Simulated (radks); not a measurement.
The numbers below are computed, except where a source is named.
Coulomb parameter of the 4d shell of the silver ion Ag2+ in the model configuration [Kr] 4d8 5s1, as a second difference U = [E(n + 0.25) + E(n - 0.25) - 2 E(n)] / (0.25)^2 with all orbitals relaxed. "Bare": the charge of the atom changes with n. "Screened": the 5s shell takes up the change at fixed total charge, which measures U(4d,4d) + U(5s,5s) - 2 U(4d,5s). Code: a radial shooting solver on a logarithmic mesh with Libxc functionals. Model: Dirac Kohn-Sham, PBE, spin-unpolarised, spherical densities, finite nucleus; open shells are shared between the two j in proportion to 2j + 1; Fermi nuclear charge, rms radius 4.5454 fm.

case,configuration,E - E(n) (eV)
start,[Kr] 4d8 5s1,0.000
bare +0.25,[Kr] 4d8.25 5s1,-7.793
bare -0.25,[Kr] 4d7.75 5s1,8.701
screened +0.25,[Kr] 4d8.25 5s0.75,-2.534
screened -0.25,[Kr] 4d7.75 5s1.25,2.687

U(bare) = 14.527 eV, U(screened by 5s) = 2.434 eV.
